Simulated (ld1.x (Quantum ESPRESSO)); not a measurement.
u(r) = r·R(r): atom against pseudo-atom (Yb)

Columns: radius, all-electron u(r) and pseudo u(r) of the 6p shell (level -1.79 eV) of ytterbium in the configuration [Kr] 4d10 4f14 5s2 5p6 5d0 6s1 6p1; PBE, scalar-relativistic, PAW scheme, ld1.x (Quantum ESPRESSO) 7.5.

| r (bohr) | all-electron | pseudo |
| --- | --- | --- |
| 0.173 | -0.0656 | -0.0373 |
| 0.345 | 0.0875 | -0.1394 |
| 0.518 | 0.0638 | -0.2830 |
| 0.690 | -0.0535 | -0.4329 |
| 0.862 | -0.1435 | -0.5553 |
| 1.035 | -0.1809 | -0.6232 |
| 1.208 | -0.1745 | -0.6217 |
| 1.380 | -0.1391 | -0.5528 |
| 1.553 | -0.0871 | -0.4312 |
| 1.725 | -0.0276 | -0.2820 |
| 1.898 | 0.0341 | -0.1289 |
| 2.070 | 0.0940 | 0.0062 |
| 2.242 | 0.1502 | 0.1131 |
| 2.415 | 0.2022 | 0.1916 |
| 2.588 | 0.2490 | 0.2476 |
| 2.760 | 0.2903 | 0.2903 |
| 2.932 | 0.3266 | 0.3266 |
| 3.105 | 0.3583 | 0.3583 |
| 3.278 | 0.3856 | 0.3856 |
| 3.450 | 0.4085 | 0.4085 |
| 3.623 | 0.4274 | 0.4274 |
| 3.795 | 0.4423 | 0.4423 |
| 3.968 | 0.4538 | 0.4538 |
| 4.140 | 0.4618 | 0.4618 |
| 4.312 | 0.4667 | 0.4667 |
| 4.485 | 0.4689 | 0.4689 |

(1) How many radial nodes do the two functions have?

(2) At about which radius was the pseudo-wave matched?

(3) Is the pseudo-wave norm-conserving?

Results:

(1) The all-electron 6p function has n − l − 1 = 4 (the table is too coarse to show those close to the nucleus); the pseudo-wave has 1, since 1 lower shell of the same l stays in the valence.

(2) 2.85 bohr, where the columns begin to agree (steps of 0.17 bohr).

(3) No, it belongs to a PAW set: the norm inside the radius is not constrained, and the difference is carried by the augmentation charge.
